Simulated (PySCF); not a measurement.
## Zr(2+): excitation energy

Zr(2+) [Kr] 4d2 (3F) → Zr(2+) [Kr] 4d1 5p1 (high-spin determinant), as a difference of total energies. Calculation: PySCF 2.14, in Sapporo-DKH3-DZP-2012 (7s6p4d1f, 52 functions); scalar relativity by spin-free X2C-1e. Correlated levels: valence: [Kr] frozen; valence and next inner shell: [Ar] 3d10 frozen. The calculations carry no spin-orbit coupling.

```
                                method  excitation energy (eV)
                                   UHF                   6.702
                                   LDA                   6.603
                                   PBE                   6.663
                                  PBE0                   6.819
                                r2SCAN                   6.929
                                M06-2X                   6.573
                               LC-wPBE                   7.070
                               r2SCAN0                   6.992
                               r2SCANh                   6.954
                         MP2 (valence)                   6.706
                     SCS-MP2 (valence)                   6.703
    MP2 (valence and next inner shell)                   6.528
SCS-MP2 (valence and next inner shell)                   6.562
```

**Question.** How much does correlation contribute at MP2 (valence and next inner shell)?

**Answer.** 6.528 − (6.702) = -0.174 eV, measured against UHF.

A first-order spin-orbit estimate (lowest level to lowest level, LS coupling) adds -0.047 eV.

The basis was made for the ground configuration and has no added diffuse functions, so the excitation energy can come out too high.

The determinant of the upper state mixes LS terms, which raises its energy above the lowest term, most at the Hartree-Fock and MP2 levels.
